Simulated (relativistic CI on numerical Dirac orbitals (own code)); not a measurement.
**Bi28+: q coefficients and field-shift factors**

Computed by Dirac-Coulomb-Breit CI, separate exchange-only KLI orbitals for each configuration, derivatives by finite differences, unscaled Slater integrals, QED left out (own radial code, finite nucleus).

CI space (outside the closed core [Ar] 3d10 4p6 4d10): 4s2 4f9, 4s 4f10, 4f11. Levels of other configurations are missing.

With x = (α/α₀)² − 1 an excitation energy changes as ω = ω₀ + qx; K = 2q/ω₀ is the relative enhancement. Terms are leading LS components, so labels can repeat. The field-shift factor is F = δν/δ⟨r²⟩ for the transition from the lowest level.

Lowest level 4s2 4f9 6H°_15/2.

```
           Level  ω₀ (cm⁻¹)  q (cm⁻¹)  F (GHz/fm²)
 4s2 4f9 4F°_9/2    27895.6     -3240        0.194
4s2 4f9 6F°_11/2    29570.2      7058        0.794
4s2 4f9 6H°_13/2    34716.7     41830          2.8
 4s2 4f9 4D°_3/2    50116.4     -3496        0.486
4s2 4f9 6F°_11/2    50182.2     45990         3.25
 4s2 4f9 6H°_9/2    56006.2     46990         3.37
 4s2 4f9 6F°_7/2    58053.8     39610         2.99
4s2 4f9 2K°_15/2    58949.6     19720         1.95
 4s2 4f9 6H°_7/2    61577.0     37250          2.9
 4s2 4f9 6H°_5/2    64890.9     29280         2.51
 4s2 4f9 6F°_5/2    70986.4     50060         3.75
 4s2 4f9 6F°_1/2    71956.6     43190         3.38
4s2 4f9 4K°_17/2    76402.0     27520         2.67
```

At this charge energies of transitions that change n are usually good to better than 1 %, and those within a shell (Δn = 0) to a few per cent. Terms inside the open d or f shell come out 10 to 20 % too wide with unscaled integrals.

**Question.** Which transition from the lowest level has the largest |K|?

**Answer.** 4s2 4f9 6H°_13/2 at 34716.7 cm⁻¹, K = 2.41.
